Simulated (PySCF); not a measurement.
Polarisability and C₆ of Ge (germanium, neutral)

[Ar] 3d10 4s2 4p2, high-spin 3P determinant. All numbers are calculated (PySCF 2.14, the spin-free X2C one-electron Hamiltonian (Gaussian nucleus), in aug-cc-pVTZ-DK). Coupled (time-dependent) response in atomic units; α is the mean over directions.

```json
{"method": "UHF", "mean α (bohr³)": "41.25", "α xx, yy, zz": "33.22, 45.26, 45.26", "C₆ (like pair)": "361.3", "S(−4)": "651.0"}
{"method": "PBE", "mean α (bohr³)": "45.30", "α xx, yy, zz": "34.37, 50.77, 50.77", "C₆ (like pair)": "394.7", "S(−4)": "959.6"}
{"method": "PBE0", "mean α (bohr³)": "42.86", "α xx, yy, zz": "33.37, 47.61, 47.61", "C₆ (like pair)": "371.6", "S(−4)": "791.0"}
{"method": "wB97X-V", "mean α (bohr³)": "41.52", "α xx, yy, zz": "32.89, 45.83, 45.83", "C₆ (like pair)": "358.0", "S(−4)": "716.7"}
{"method": "M06-2X", "mean α (bohr³)": "41.43", "α xx, yy, zz": "33.12, 45.59, 45.59", "C₆ (like pair)": "349.3", "S(−4)": "731.0"}
```

S(−4) is the Cauchy moment in α(ω) = α(0) + S(−4) ω² + …

Reference α: 40 ± 1 bohr³ (recommended; Schwerdtfeger and Nagle, table of static dipole polarizabilities (2023 update)). Published C₆: 354.0 (Chu and Dalgarno (2004); Tang, Norbeck and Certain (1976)).

Spin-orbit coupling is absent.

α(iu) at M06-2X:

```
u (hartree)  α(iu) (bohr³)
          0          41.43
     0.0500          39.72
      0.100          35.55
      0.200          25.99
      0.300          18.62
      0.500          10.31
      0.750          5.792
       1.00          3.711
       1.50          1.932
       2.00          1.203
       3.00         0.6053
       5.00         0.2443
```

The components differ because the open shell of this determinant is not spherical; for a pure term their mean is the scalar polarisability.
